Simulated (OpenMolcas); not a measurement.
# Cu2+: moving or changing the point charges

Cu2+ among 4 point charges of -1.5 e arranged as a square (D4h), 2.12 Å from the ion.

```
Program             : OpenMolcas 26.06
Method              : SS-CASPT2, IPEA 0.25 Eh, imaginary shift 0.1 Eh (closed shells correlated: 3s 3p)
Basis               : ANO-RCC-VDZP [5s4p2d1f]
Scalar Hamiltonian  : DKH2, point nucleus
Active space        : 9 electrons in 5 orbitals (3d)
State averaging     : 2S+1 = 2 even, 5 roots
Spin-orbit coupling : state interaction with AMFI integrals over the reference wave functions
```

Runs around this geometry, states (labels of D4, the rotations of D4h). Energies in cm-1 above the lowest state or level, χT in cm3 K/mol.

| R (Å) | q (e) | Ground state | First state of that spin | First gap with spin-orbit (degeneracies) | χT at 300 K |
| --- | --- | --- | --- | --- | --- |
| 2.12 | -1.2 | 2B1 | 2B2 1890 | 2420 (2, 2) | 0.929 |
| 2 | -1.5 | 2B1 | 2B2 2970 | 3370 (2, 2) | 0.779 |
| 2.12 | -1.5 | 2B1 | 2B2 2330 | 2800 (2, 2) | 0.858 |
| 2.35 | -1.5 | 2B1 | 2B2 1490 | 2110 (2, 2) | 1.003 |

Taking the first state of the same spin as R^-n, n = -ln(1490 / 2970) / ln(2.35 / 2) = 4.3 between the shortest and longest distance.

Scaling the charges by -1.2 / -1.5 = 0.80 scales the first state of the same spin by 1890 / 2330 = 0.81; with fixed orbitals a first-order splitting would follow the charge.

Free-ion shares, where given, are those of the reference states; single-state CASPT2 does not remix them. Point charges carry no covalency, so the field is a model and not that of real ligands. No measured value stands beside these numbers.
